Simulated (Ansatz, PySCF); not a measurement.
B(Me)2(Et) (C₄H₁₁B), SMILES CCB(C)C. Atoms are numbered in the order given.

```xyz
16

B      0.2186     0.2698     0.4465
C      0.0788    -1.0475     1.3002
H      0.4336    -1.9359     0.7494
H     -1.0016    -1.2294     1.4659
H      0.5661    -1.0184     2.2869
C      0.8593     1.5593     1.0881
H      1.9430     1.3605     1.2096
H      0.4855     1.7412     2.1110
H      0.7565     2.4822     0.4960
C     -0.2909     0.3255    -1.0479
C     -0.7934    -0.9600    -1.7090
H      0.5079     0.7943    -1.6570
H     -1.0887     1.0986    -1.0524
H     -1.6268    -1.4066    -1.1424
H      0.0012    -1.7225    -1.7621
H     -1.1512    -0.7902    -2.7376
```

Geometry optimised at B3LYP-D3(BJ)/def2-SVP. The values are those of a single conformer.

Two levels are set side by side: PBE-D3(BJ)/def2-SVP (Ansatz, a quantum-chemistry and plane-wave program) and B3LYP-D3(BJ)/def2-SVP (Ansatz). Each level has its own optimised geometry; the coordinates shown are those of the second. Frequencies come from the Hessian of PySCF at each geometry. Differences are taken from unrounded values.

| quantity | B3LYP-D3(BJ) |
|---|---|
| mean bond length (Å) | 1.228 |
| bond B1–C2 (Å) | 1.576 |
| bond B1–C6 (Å) | 1.576 |
| bond B1–C10 (Å) | 1.580 |
| bond C10–C11 (Å) | 1.530 |
| bond C2–H3 (Å) | 1.104 |
| bond C2–H4 (Å) | 1.108 |
| bond C2–H5 (Å) | 1.101 |
| bond C6–H7 (Å) | 1.108 |
| bond C6–H8 (Å) | 1.104 |
| bond C6–H9 (Å) | 1.101 |
| bond C10–H12 (Å) | 1.109 |
| bond C10–H13 (Å) | 1.111 |
| bond C11–H14 (Å) | 1.102 |
| bond C11–H15 (Å) | 1.103 |
| bond C11–H16 (Å) | 1.102 |
| highest harmonic wavenumber (cm⁻¹) | 3112 |
| mean harmonic wavenumber (cm⁻¹) | 1472 |
| zero-point energy (kcal/mol) | 88.38 |

Task: What does PBE-D3(BJ) give, and how far is it from B3LYP-D3(BJ)? (Estimate from the structure and the level; the computed values follow.)

Result: 
| quantity | PBE-D3(BJ) | PBE-D3(BJ) minus B3LYP-D3(BJ) |
|---|---|---|
| mean bond length (Å) | 1.234 | 0.006 |
| bond B1–C2 (Å) | 1.578 | 0.002 |
| bond B1–C6 (Å) | 1.579 | 0.002 |
| bond B1–C10 (Å) | 1.583 | 0.003 |
| bond C10–C11 (Å) | 1.531 | 0.001 |
| bond C2–H3 (Å) | 1.111 | 0.007 |
| bond C2–H4 (Å) | 1.115 | 0.007 |
| bond C2–H5 (Å) | 1.108 | 0.007 |
| bond C6–H7 (Å) | 1.116 | 0.007 |
| bond C6–H8 (Å) | 1.111 | 0.007 |
| bond C6–H9 (Å) | 1.109 | 0.007 |
| bond C10–H12 (Å) | 1.116 | 0.008 |
| bond C10–H13 (Å) | 1.119 | 0.008 |
| bond C11–H14 (Å) | 1.110 | 0.007 |
| bond C11–H15 (Å) | 1.110 | 0.007 |
| bond C11–H16 (Å) | 1.110 | 0.007 |
| highest harmonic wavenumber (cm⁻¹) | 3066 | -47 |
| mean harmonic wavenumber (cm⁻¹) | 1435 | -37 |
| zero-point energy (kcal/mol) | 86.16 | -2.22 |

GGA bonds tend to be longer and softer than those of functionals with exact exchange. Differences between two approximate levels are no errors against the true value.
